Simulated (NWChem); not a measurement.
N-methylmethanimine (C₂H₅N); SMILES N(=C)C

All runs: NWChem. Pople sets run with spherical d functions. STO-3G and 3-21G are far too small for this property and stand as cheap habits. Structure relaxed at the PBE0/def2-SVP level. Field at 589 nm.

```tsv
level	isotropic polarisability (bohr³)	anisotropy (bohr³)	relative time
B3LYP/STO-3G	15.2	14.6	1
B3LYP/6-31G*	29.3	20.7	3
B3LYP/def2-SVP	30.7	20.7	4
B3LYP/def2-SVPD	36.9	18.5	10
B3LYP/aug-cc-pVDZ	38.5	18.6	20
B3LYP/def2-TZVPD	38.2	18.5	40
```

Relative times are rough (shared machine, one core).
